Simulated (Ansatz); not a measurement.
# Molecular dynamics, step by step

SnH$_{4}$O, singlet, PBE0-D4/def2-SVP (Ansatz 0.2.0). Settings (timestep in fs, temperature in K; T counts 12 degrees of freedom):

```yaml
hamiltonian: {xc: pbe0, dispersion: d4}
md: {n_steps: 80, timestep: 0.5, temperature: 500, ensemble: nvt_nose_hoover, seed: 930, initial_velocities: maxwell_boltzmann}
```

Start, the saddle point found with PBE0-D4 in triple zeta (not stationary at another level):

```
6
angstrom
Sn -0.4072 1.2288 -0.4810
O 1.1034 -0.0574 0.4199
H -0.1499 -0.2734 0.8854
H -1.0799 -0.0599 0.9684
H -0.8311 -0.0459 -1.6501
H 1.3647 -0.7922 -0.1427
```

```tsv
step	time (fs)	potential energy less the start (meV)	kinetic energy (meV)	T (K)
0	0.00	0.0	258.5	500
5	2.50	101.5	158.1	306
10	5.00	115.1	144.8	280
15	7.50	-104.9	364.1	704
20	10.00	-280.6	540.4	1045
25	12.50	-518.2	775.3	1500
30	15.00	-528.4	785.5	1519
35	17.50	-739.8	988.8	1912
40	20.00	-768.8	1011.2	1956
45	22.50	-767.1	993.9	1922
50	25.00	-627.0	840.1	1625
55	27.50	-598.9	795.3	1538
60	30.00	-626.3	802.9	1553
65	32.50	-492.5	654.1	1265
70	35.00	-575.0	714.9	1383
75	37.50	-465.3	589.2	1140
80	40.00	-459.3	564.4	1092
```

Step 5, positions (Å) and forces (eV/Å):

```tsv
atom	x	y	z	Fx	Fy	Fz
Sn1	-0.407	1.228	-0.481	-0.210	1.444	0.523
O2	1.095	-0.054	0.420	0.597	-1.114	-0.487
H3	-0.111	-0.263	0.806	0.648	-0.383	0.604
H4	-1.032	-0.052	1.034	-0.505	0.205	-0.363
H5	-0.790	0.034	-1.623	-0.286	-0.899	-0.772
H6	1.369	-0.819	-0.135	-0.243	0.746	0.494
```

Step 30, positions (Å) and forces (eV/Å):

```
atom       x       y       z      Fx      Fy      Fz
 Sn1  -0.413   1.233  -0.480  -0.924   0.427  -1.487
  O2   1.105  -0.087   0.421  -0.897  -1.723   3.006
  H3   0.465  -0.552   1.104   1.753   1.439  -1.913
  H4  -1.226   0.326   0.811  -0.521  -0.147   0.158
  H5  -0.725  -0.106  -1.839   0.157   0.616   0.892
  H6   1.452  -0.815  -0.082   0.433  -0.612  -0.656
```

Step 60, positions (Å) and forces (eV/Å):

```csv
atom,x,y,z,Fx,Fy,Fz
Sn1,-0.433,1.252,-0.491,-1.174,-0.400,0.105
O2,1.224,-0.250,0.501,0.086,-0.028,0.095
H3,1.508,-0.660,1.322,-0.137,0.049,0.311
H4,-2.115,0.776,0.386,1.192,0.133,-0.423
H5,-0.594,-0.207,-1.590,0.037,0.363,0.197
H6,1.678,-0.739,-0.189,-0.005,-0.116,-0.285
```

Last step (80):

```
6
angstrom
Sn -0.4520 1.2659 -0.4974
O 1.3212 -0.3771 0.5732
H 2.0022 -0.5570 1.2986
H -2.0405 1.0113 -0.0233
H -0.5300 -0.2293 -1.4796
H 1.6911 -0.6981 -0.2316
```

Hardware: 2 CPU threads of an Intel Xeon 6975P-C, shared host. Wall time about 53 s.
